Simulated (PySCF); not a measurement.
**C₄H₈N₂Si₂: full NMR table**

| Property | Result |
| --- | --- |
| Formula | C4H8N2Si2 |
| SMILES | CC1=C[SiH2]N[Si@H]1C#N |
| Point group of the computed structure | C1 |
| Degrees of unsaturation | 4 |
| Carbon signals | 4 |
| Proton signals | 6 |

Bonds (- single, = double, # triple, : aromatic): C1-C2, C2=C3, C3-Si4, Si4-N5, N5-Si6, Si6-C7, C7#N8, Si6-C2. C1 carries H9, H10, H11; C3 carries H12; Si4 carries H13, H14; N5 carries H15; Si6 carries H16. Stereochemistry as in CC1=C[SiH2]N[Si@H]1C#N. H13 is cis to C7 on the ring; H14 is trans to C7 on the ring.

Computational details: GFN2-xTB geometry, σ from GIAO-PBE0/pcSseg-1, in PySCF 2.14.0 with density-fitted response routines (averaged over atoms made equivalent by symmetry, fast rotation or ring inversion, no relativistic terms, one conformer, no solvent).

Shifts are taken against calculated references (same method and geometry level): ¹H (σref 31.72), ¹³C (σref 186.93), ²⁹Si (σref 349.16) against TMS; ¹⁵N (σref 267.73) vs NH3.

```tsv
carbon	δC, type	δH (multiplicity)	HMBC from (2–3 bonds)	span of the C tensor (ppm)
C1	26.8, CH3	2.37 (s)	H12, H16	41
C2	165.9, C	–	H12, H13, H16, H14, H9/H10/H11	253
C3	148.2, CH	7.02 (m)	H13, H16, H14, H9/H10/H11	218
C7	125.7, C	–	H16	343
```

Other nuclei:
```tsv
atoms	nucleus	environment	δ (ppm)	σ (ppm)
H13	¹H	hydrogen on a silicon bonded to C, N, in a 5-membered ring	5.36	26.36
H16	¹H	hydrogen on a silicon bonded to 2 C, N, in a 5-membered ring	5.30	26.42
H14	¹H	hydrogen on a silicon bonded to C, N, in a 5-membered ring	5.29	26.42
H15	¹H	hydrogen on a nitrogen bonded to 2 Si, in a 5-membered ring	-0.13	31.85
Si4	²⁹Si	silicon bonded to C, N, 2 H, in a 5-membered ring	-24.9	374.1
Si6	²⁹Si	silicon bonded to 2 C, N, H, in a 5-membered ring	-45.7	394.8
N8	¹⁵N	nitrile nitrogen	356.6	-88.9
N5	¹⁵N	nitrogen bonded to 2 Si, H, in a 5-membered ring	9.6	258.1
```

Carbon types of the structure: 2 × C, 1 × CH, 1 × CH3, leaving 4 H on heteroatoms. δC 165.9: fully substituted alkene carbon. δC 148.2: alkene CH; the olefinic region. δC 125.7: nitrile carbon; C≡N carbons fall here, among the sp2 signals but without a proton. δC 26.8: allylic methyl carbon; a saturated carbon with 1 carbon neighbour and no heteroatom attached. δH -0.13: hydrogen on a nitrogen bonded to 2 Si, in a 5-membered ring; exchangeable; this is the value without hydrogen bonding to other molecules.

OH and NH positions are those of a molecule without intermolecular hydrogen bonds; in solution they move with solvent, concentration and temperature, and exchange usually removes their couplings. Shifts are as computed. Against solution values, carbons near 30 ppm lie about +3 ppm off and those near 130 ppm about +5 ppm. Of 1309 compounds with measured shifts, 239 miss one by over three times the rms of a fit or turn the order of signals round; such compounds aren't used in these exercises. Experimental scales use liquid or dissolved standards, which lie at an offset from isolated NH3 (liquid NH3: subtract about 20 ppm). Unscaled 15N shifts of sp2 nitrogen come out 20 to 40 ppm too high even then. Multiplicities follow the n + 1 count of equivalent neighbours, as no J values were calculated; m marks all less simple cases, F and P coupling included.
